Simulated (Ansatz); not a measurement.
FeMe2 (C₂H₆Fe), relaxed as a quintet with UKS PBE0-D4/def2-TZVP in Ansatz, starting from the GFN2-xTB geometry. Force threshold 0.02 eV/Å.

Start:

```xyz
9

Fe   -0.092    0.976    0.612
C    -1.027    0.606   -1.223
H    -0.721   -0.276   -1.779
H    -0.833    1.498   -1.825
H    -2.099    0.544   -1.012
C     1.137   -0.592    1.183
H     0.226   -1.021    1.665
H     1.902   -0.444    1.942
H     1.507   -1.291    0.437
```

(1) Estimate the energy that the relaxation releases and the steps that it takes.

(2) Does the start keep its bonding and symmetry?

(3) Predict the relaxed structure.

Results:

(1) 0.74 eV, in 9 steps; 54 s on 2 threads of Arm Neoverse V1 on a shared host. No frequencies were taken in this run, so the end may be a saddle point.

(2) By distances, no bond broke or formed. The bond that changes most is Fe1–C2, from 2.09 to 2.03 Å (atoms count from 1).

(3) 
Cartesian coordinates in Å:
```
Fe 0.009 0.104 0.047
C -1.201 0.769 -1.438
H -1.147 0.118 -2.318
H -0.934 1.779 -1.770
H -2.253 0.802 -1.128
C 1.202 -0.760 1.442
H 0.617 -1.282 2.209
H 1.832 -0.030 1.963
H 1.875 -1.500 0.993
```
Bond lengths: 2 × C–Fe 2.03 Å; 6 × C–H 1.10 Å.
